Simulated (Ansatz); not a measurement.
Mulliken charges of CH4OZn, SMILES `C[O][ZnH]` from r2SCAN/def2-TZVPP in Ansatz (PBE0-D4/def2-TZVP geometry).

```json
{"atom": "C1", "x (Å)": "-0.725", "y (Å)": "0.743", "z (Å)": "-0.154", "charge (e)": "0.068"}
{"atom": "O2", "x (Å)": "0.030", "y (Å)": "-0.323", "z (Å)": "-0.646", "charge (e)": "-0.497"}
{"atom": "Zn3", "x (Å)": "1.247", "y (Å)": "-1.327", "z (Å)": "0.155", "charge (e)": "0.404"}
{"atom": "H4", "x (Å)": "-1.371", "y (Å)": "1.123", "z (Å)": "-0.954", "charge (e)": "0.042"}
{"atom": "H5", "x (Å)": "-0.104", "y (Å)": "1.582", "z (Å)": "0.190", "charge (e)": "0.038"}
{"atom": "H6", "x (Å)": "-1.378", "y (Å)": "0.451", "z (Å)": "0.681", "charge (e)": "0.038"}
{"atom": "H7", "x (Å)": "2.302", "y (Å)": "-2.249", "z (Å)": "0.729", "charge (e)": "-0.095"}
```

Task: By hand: the dipole of these point charges (1 e Å = 4.8032 D).

Result: Σ q r = (0.107, 0.013, 0.297) e Å, of length 0.316 e Å = 1.52 D.

Task: How does the dipole of the full density compare? (Best estimate.)

Result: Computed: (0.067, 0.016, 0.204) e Å, 1.03 D; the point charges give 1.48 times that, at 3° from its direction.

Point charges leave out the atoms' own dipoles, such as those of lone pairs, and Mulliken's split depends on the basis, so the two needn't agree.
